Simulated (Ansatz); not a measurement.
Ansatz (a first-principles code) input for Ge(F)(Cl)(OH)2 (ClFGeH2O2), SMILES [OH][Ge]([OH])([F])[Cl], PBE0/def2-SVPD. The structure is a stationary point at B3LYP-D3(BJ)/def2-SVP. The structure was generated by enumeration, and PubChem lists no compound with its InChIKey, so it may never have been made. The values are those of a single conformer.

Ansatz 0.2 input:
```yaml
crystal:
  periodic: [false, false, false]
  atoms:
    - {symbol: O, position_ang: [-0.43533880, 1.77822060, 0.40272802]}
    - {symbol: Ge, position_ang: [-0.20026247, 0.05575219, 0.14917949]}
    - {symbol: O, position_ang: [-1.68521199, -0.62441964, -0.47382866]}
    - {symbol: F, position_ang: [0.20799707, -0.64372531, 1.68226028]}
    - {symbol: Cl, position_ang: [1.39358799, -0.42549393, -1.18503273]}
    - {symbol: H, position_ang: [0.27562212, 2.19147427, 0.91311510]}
    - {symbol: H, position_ang: [-2.46578612, -0.17902773, -0.11283967]}
basis:
  gaussian:
    orbitals: def2-SVPD
hamiltonian:
  xc: {name: PBE0}
```

Program output:

```
WARN ansatz: RAYON_NUM_THREADS=1 ignored (pool sized by the plan → 1); use --threads N
Functional definition: PBE0
integrals: 0.10 GiB planned
1413 factors; their error is unknown
mean field: 0.85 GiB planned
mean field evaluation 1: about -75844.6709 eV, gradient 7.6e1 eV
mean field evaluation 2: about -75826.2608 eV, gradient 1.3e2 eV
mean field evaluation 4: about -75854.0740 eV, gradient 6.0e0 eV
mean field evaluation 8: about -75854.1352 eV, gradient 9.6e-2 eV
mean field evaluation 16: about -75854.4240 eV, gradient 3.5e-5 eV
mean field -75854.42395849 eV, -2787.5986644994 hartree, gradient 3.5e-5 eV, S^2 0.000000; 0 other end points of the search recorded, 0 dependent functions left out
reference -75854.42399732 eV, -2787.5986659264 hartree; 38, 38 occupied and 112, 112 virtual orbitals, 1413 factors
Total energy: -75854.42399732 eV, -2787.5986659264 hartree
```

Self-consistency was reached.

Cost: around 4 core-seconds (rough).
